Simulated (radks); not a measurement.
Task: All-electron atom: the rhodium ion Rh2+ in [Kr] 4d7 (the NIST ground configuration). Calculated with a radial shooting solver on a logarithmic mesh with Libxc functionals: Dirac Kohn-Sham, RPBE, spin-unpolarised, spherical densities, finite nucleus; open shells are shared between the two j in proportion to 2j + 1; Fermi nuclear charge, rms radius 4.4945 fm.

Spin-orbit splittings of the eigenvalues, e(l+1/2) - e(l-1/2), with zeta = 2 splitting/(2l+1) and mean radii in bohr:

| shell | occ. | splitting (eV) | zeta (eV) | <r> j=l-1/2 | <r> j=l+1/2 |
|---|---|---|---|---|---|
| 2p | 6 | 144.6 | 96.40 | 0.1203 | 0.1252 |
| 3p | 6 | 24.88 | 16.59 | 0.3830 | 0.3937 |
| 3d | 10 | ? | ? | 0.3683 | 0.3717 |
| 4p | 6 | 3.922 | 2.614 | 1.055 | 1.085 |
| 4d | 7 | 0.4451 | 0.1781 | 1.434 | 1.450 |

Estimate the 3d splitting.

Result: 4.907 eV (zeta = 1.963 eV).
